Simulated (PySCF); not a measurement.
A GIAO shielding run with PySCF 2.14.0 with density-fitted response routines (density fitting, non-relativistic, gas phase) on SMILES C([SiH2]C)[SiH2][Si@H](C)[SiH3], C3H16Si4:

```
$ OMP_NUM_THREADS=1 python probes_run.py task.json out

{"job": {"kind": "nmr", "xc": "PBE0", "basis": "pcSseg-1"}, "charge": 0, "multiplicity": 1}
C     -4.046243    -0.139435     0.736625
Si    -2.837884     0.422749    -0.617495
C     -1.073711    -0.104194    -0.148405
Si     0.282575     0.315231    -1.418539
Si     2.378033    -0.161582    -0.520123
C      2.298158    -1.825401     0.421152
Si     3.248612     1.441134     0.921022
H     -4.078708    -1.222475     0.816149
H     -5.054691     0.202958     0.526383
H     -3.764440     0.251696     1.710143
H     -2.894274     1.884793    -0.743360
H     -3.227068    -0.190767    -1.894007
H     -1.060438    -1.179957     0.033604
H     -0.812588     0.360649     0.804154
H     -0.049217    -0.400815    -2.660336
H      0.168291     1.745817    -1.742974
H      3.346260    -0.404823    -1.614119
H      1.920741    -2.625138    -0.210315
H      1.643142    -1.755518     1.285914
H      3.277980    -2.128486     0.779848
H      4.473297     1.049536     1.627429
H      2.290941     1.804379     1.973270
H      3.566479     2.686633     0.216996
```

Hardware: 1 thread of an Arm Neoverse N1, shared host. The job also computes population analyses, field gradients.

Q: How large is the calculation?

A: 90 electrons, 227 basis functions and 1273 auxiliary functions.

Q: How long does it take, and how much memory does it need?

A: 87 s of wall time, with 12 SCF cycles and 4 response iterations; peak memory 0.96 GiB. Times on a shared host scatter by some tens of per cent.
